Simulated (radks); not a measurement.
Ir XXXVIII, configuration [Kr] 4d4. All-electron calculation, non-relativistic Kohn-Sham, TPSS, spin-polarised, spherical densities, point nucleus; open shells are filled with parallel spins first (spin-orbit coupling, left out, can overturn this in heavy ions); meta-GGA in the generalised Kohn-Sham scheme; relativity is left out, which matters for an element this heavy. Program: a radial shooting solver on a logarithmic mesh with Libxc functionals.

X-ray form factor f0, the Fourier transform of the density (f0(0) = 40):

sin(theta)/lambda (1/angstrom),f0 (electrons)
0.05,39.944
0.1,39.775
0.15,39.497
0.2,39.114
0.25,38.630
0.3,38.053
0.4,36.651
0.5,34.980
0.6,33.122
0.8,29.167
1,25.352
1.25,21.304
1.5,18.223
2,14.125
